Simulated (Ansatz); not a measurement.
This geometry of Cl2FHSi + ClH (7 atoms, charge 0, multiplicity 1) is a first-order saddle point.

Level of theory: RKS B3LYP-D4/def2-SVP (Ansatz 0.2.0).

```xyz
7
Properties=species:S:1:pos:R:3
Si -0.541 0.020 0.028
F 0.785 -1.003 0.858
Cl -1.465 0.658 -1.726
Cl -0.561 1.570 1.370
H -1.452 -1.084 0.379
H 1.593 -0.548 0.150
Cl 1.642 0.387 -1.060
```

Problem. Which two structures does it join? (They come from a converged band through this point; their orientation in space is the band's.)

Solution. Bonds broken: Si1–F2, H6–Cl7. Bonds formed: Si1–Cl7, F2–H6. Cl2FHSi + ClH becomes Cl3HSi + FH.

Initial state:

```xyz
7
Properties=species:S:1:pos:R:3
Si -0.981 -0.153 0.310
F 0.316 -1.128 0.407
Cl -1.304 0.264 -1.663
Cl -0.569 1.546 1.365
H -2.127 -0.871 0.892
H 2.060 -0.339 -0.368
Cl 2.606 0.682 -0.942
```

Final state:

```xyz
7
Properties=species:S:1:pos:R:3
Si -0.684 0.328 -0.330
F 1.375 -1.295 1.335
Cl -2.034 1.067 -1.692
Cl -0.631 1.563 1.302
H -1.050 -1.049 0.031
H 1.835 -0.952 0.602
Cl 1.188 0.339 -1.247
```

Problem. How far does it lie above each of them?

Solution. 1.65 eV above the first and 1.17 eV above the second. This is the barrier of this one path; another mechanism may lie lower. The orbitals stay closed-shell, which can raise the energy where a bond breaks towards radicals; this wasn't checked here.

Time of the run: 2.9 min on 2 threads of Arm Neoverse V1 (shared host), peak memory 0.24 GiB.
